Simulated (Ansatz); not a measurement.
Consider the cleavage of the B–B bond: `BB(C)OC` + CH₃OH → `COB(C)OC` + BH₃.

Isolated molecules relaxed with PBE0-D4/def2-TZVP in Ansatz; ΔE leaves out vibrations. CBS: MP2 limit from def2 TZ/QZ plus the TZ coupled-cluster correction, frozen cores. This one scheme is used for every species. Functionals use def2-TZVPP. B3LYP here is the variant with VWN-RPA as its local correlation; programs differ in this. Each species was taken in one conformer, which may not be the lowest.

`BB(C)OC`:

```xyz
13

B     0.797   -0.173   -1.392
B     0.314    0.206    0.177
C     1.335    0.917    1.146
O    -0.910   -0.073    0.691
C    -1.894   -0.742   -0.062
H     1.397   -1.178   -1.659
H     0.640    0.587   -2.309
H     2.041    0.170    1.529
H     0.830    1.369    2.003
H     1.942    1.680    0.649
H    -2.107   -1.712    0.394
H    -2.810   -0.148   -0.066
H    -1.576   -0.904   -1.100
```

CH₃OH:

Z-matrix (Å, degrees):
```
C
O 1 1.409
H 1 1.097 2 112.4
H 1 1.090 2 107.0 3 -118.5
H 1 1.097 2 112.4 3 123.0
H 2 0.959 1 108.5 3 -61.6
```

`COB(C)OC`:

Cartesian coordinates in Å:
```
C -0.391 -1.842 0.778
O 0.194 -0.893 -0.081
B -0.084 0.441 0.027
C -1.065 1.044 1.094
O 0.531 1.279 -0.849
C 1.420 0.776 -1.825
H -0.124 -1.656 1.823
H -1.482 -1.842 0.693
H -0.019 -2.826 0.494
H -2.072 0.625 0.993
H -1.138 2.128 1.002
H -0.740 0.809 2.113
H 0.917 0.073 -2.495
H 1.787 1.623 -2.404
H 2.267 0.261 -1.363
```

BH₃:

Z-matrix (Å, degrees):
```
B
H 1 1.193
H 1 1.193 2 120.0
H 1 1.193 2 120.0 3 180.0
```

```tsv
level	ΔE (kcal/mol)	difference from CCSD(T)/CBS
PBE-D4	-33.5	4.1
PBE0-D4	-35.2	2.4
B3LYP-D4	-37.6	0.0
ωB97X-V	-37.4	0.2
ωB97M-V	-38.3	-0.7
B2PLYP	-38.1	-0.5
PBE	-32.9	4.7
r2SCAN	-36.8	0.8
PBE0	-34.7	2.9
B3LYP	-36.7	0.9
SCS-MP2/def2-TZVPP	-39.6	-2.0
HF/def2-QZVPP	-41.3	-3.7
MP2/def2-QZVPP	-39.2	-1.6
SCS-MP2/def2-QZVPP	-39.1	-1.5
HF/CBS(def2)	-41.3	-3.7
MP2/CBS(def2)	-38.9	-1.3
CCSD(T)/CBS	-37.6	0
```

Largest T1 diagnostic among the species: 0.013.

In def2-TZVPP, CCSD(T) changes the Hartree–Fock value by +3.0 kcal/mol (the triples alone add +0.1 kcal/mol) and MP2 by +1.8 kcal/mol. From PBE to PBE0 (25 % exact exchange), in def2-TZVPP and without D4, ΔE moves by −1.8 kcal/mol. The D4 term adds −0.9 kcal/mol with B3LYP and −0.5 kcal/mol with PBE0; it sums over pairs of atoms, weighted by their polarisabilities, and B3LYP, whose exchange is more repulsive, gets the larger term.
